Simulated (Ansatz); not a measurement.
All numbers were calculated with Ansatz.

A structure relaxed at PBE0-D4/def2-TZVP, charge 0, multiplicity 2:

```xyz
6

C     0.7155   -0.3025    0.0789
Ga   -0.6604    0.7080   -0.9671
I    -2.9406    1.0410    0.1040
H     1.0030   -1.1956   -0.4784
H     0.2873   -0.5784    1.0431
H     1.5951    0.3276    0.2194
```

(1) Give its formula and SMILES.

(2) Point group (tolerance 0.08 Å, 0.16 Å for H)?

(3) Summarise the bond lengths by kind.

Answers

(1) CH3GaI, `[CH3][Ga][I]`.

(2) Cs.

(3) 1 × C–Ga 2.002 Å; 3 × C–H 1.090 to 1.091 Å; 1 × Ga–I 2.541 Å.
